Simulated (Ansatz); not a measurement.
```yaml
atoms:
  - { symbol: B, position_ang: [0.0000, 0.0000, -0.2254] }
  - { symbol: H, position_ang: [0.0000, 0.0000, 1.1271] }
```

Basis set: def2-TZVP (spherical functions). Left uncorrelated: 1 orbital. Charge 0, multiplicity 1.

Computed with Ansatz (development build ahead of 0.2.0); each method stands on the lowest determinant of its kind that the runs found. Restricted open shells among the atoms or ions are ROHF, correlated in semicanonical orbitals with singles.

The atomization energy at this shape (free ground-state atoms in the same class of orbitals less the molecule, no zero-point energy) of singlet BH:

```json
{"method": "RHF", "atomization energy": "254.0 kJ/mol"}
```

Task: What does RHF-MP2 give?

Result: 315.8 kJ/mol.
